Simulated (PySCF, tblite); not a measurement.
Isomers of C6H12OSi2, one GFN2-xTB conformer each. Single-point energies are computed at PBE0/pcSseg-1 (PySCF, gas phase, no added dispersion term), electronic only.

Problem. Rank them by PBE0/pcSseg-1 energy, lowest first (kJ/mol).
A. `[CH2:1]=[CH:2][SiH:3]([CH:4]=[CH2:5])[C:6](=[CH2:7])[O:8][SiH3:9]` with C1–C2–Si3–C4 1°, C2–Si3–C4–C5 104°, C2–Si3–C6–C7 -117°, Si3–C6–O8–Si9 -175°
B. `[SiH3:1][O:2][C:3]1=[CH:4][SiH2:5][C@H:6]2[CH2:7][C@@H:8]1[CH2:9]2` with Si1–O2–C3–C4 -3°
C. `[CH3:1][C:2]1=[CH:3][CH2:4][C@@H:5]2[SiH2:6][O:7][SiH2:8][C@H:9]12` with C2–C3–C4–C5 -12°, C3–C4–C5–Si6 138°, C4–C5–Si6–O7 -100°, C5–Si6–O7–Si8 -5°
D. `[CH3:1][SiH2:2][c:3]1[cH:4][cH:5][c:6]([CH2:7][SiH3:8])[o:9]1` with C1–Si2–C3–C4 -12°, C5–C6–C7–Si8 -105°
E. `[SiH3:1][C@:2]1([CH:3]2[CH2:4][CH2:5]2)[CH:6]=[CH:7][O:8][SiH2:9]1` with Si1–C2–C3–C4 91°
F. `[CH:1]#[C:2]/[CH:3]=[CH:4]\[CH2:5][SiH2:6][CH2:7][O:8][SiH3:9]` with C3–C4–C5–Si6 -102°, C4–C5–Si6–C7 65°, C5–Si6–C7–O8 66°, Si6–C7–O8–Si9 -175°

Solution. C (0.0), D (199.3), B (217.7), E (250.2), A (311.4), F (387.4).

As drawn, the highest has a C≡C bond, which the lowest lacks. GFN2-xTB itself gives, in the same order: 0.0, 269.6, 160.0, 238.3, 406.9, 377.8. Both levels put the same isomer lowest; measured from each level's own lowest isomer, the values differ by up to 95.5 kJ/mol (C=C[SiH](C=C)C(=C)O[SiH3]: 406.9 against 311.4).

Problem. Which frontier levels, dipoles and rotational constants go with these structures?

Solution. 
```
                           SMILES  HOMO (eV, PBE0/pcSseg-1)  LUMO (eV)  dipole (D)       A, B, C (MHz)
CC1=CC[C@@H]2[SiH2]O[SiH2][C@H]12                     -6.52       0.29        1.84   1965, 1061, 768.3
          C[SiH2]c1ccc(C[SiH3])o1                     -6.21      -0.04        1.09  2795, 530.1, 475.5
[SiH3]OC1=C[SiH2][C@H]2C[C@@H]1C2                     -6.75       0.14        0.56  2442, 748.5, 637.0
    [SiH3][C@]1(C2CC2)C=CO[SiH2]1                     -6.39       0.14        1.32   1461, 1130, 885.4
        C=C[SiH](C=C)C(=C)O[SiH3]                     -7.04      -0.47        0.32  1503, 676.4, 626.9
          C#C/C=C\C[SiH2]CO[SiH3]                     -6.74      -0.81        1.07  1319, 917.8, 596.0
```

Problem. What happens when harmonic zero-point energies from GFN2-xTB frequencies are added?

Solution. 
```
                           SMILES  ZPE (kJ/mol)  electronic (kJ/mol)  with ZPE (kJ/mol)
CC1=CC[C@@H]2[SiH2]O[SiH2][C@H]12         419.0                  0.0                0.0
          C[SiH2]c1ccc(C[SiH3])o1         401.1                199.3              181.4
[SiH3]OC1=C[SiH2][C@H]2C[C@@H]1C2         412.3                217.7              211.0
    [SiH3][C@]1(C2CC2)C=CO[SiH2]1         407.6                250.2              238.8
        C=C[SiH](C=C)C(=C)O[SiH3]         396.7                311.4              289.1
          C#C/C=C\C[SiH2]CO[SiH3]         393.3                387.4              361.7
```

The zero-point energies span 25.7 kJ/mol. The order is unchanged.
